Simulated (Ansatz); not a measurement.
Reaction (redistribution): `CB(F)O[SiH3]` + `CCB(F)F` → `FB(F)[SiH3]` + `CCOB(C)F`

Program: Ansatz. Geometries: PBE0-D4/def2-TZVP. ΔE: electronic, gas phase. CCSD(T)/CBS adds triple-zeta CCSD(T) − MP2 to the extrapolated MP2 energy (def2 sets, frozen cores). DFT in def2-TZVPP. Each species was taken in one conformer, which may not be the lowest.

| species | B2PLYP energy (Eh) |
| --- | --- |
| `CB(F)O[SiH3]` | -531.11667 |
| `CCB(F)F` | -303.81861 |
| `FB(F)[SiH3]` | -515.79357 |
| `CCOB(C)F` | -319.06753 |

(1) Work out ΔE.

Largest T1 diagnostic among the species: 0.014.

Answers

(1) ΔE = (-515.79357) + (-319.06753) − (-531.11667) − (-303.81861) = 0.07418 Eh = +194.8 kJ/mol. CCSD(T)/CBS gives +195.4 kJ/mol.

In def2-TZVPP, CCSD(T) changes the Hartree–Fock value by −17.8 kJ/mol (the triples alone add −3.7 kJ/mol) and MP2 by −5.3 kJ/mol. From PBE to PBE0 (25 % exact exchange), in def2-TZVPP and without D4, ΔE moves by +11.9 kJ/mol.
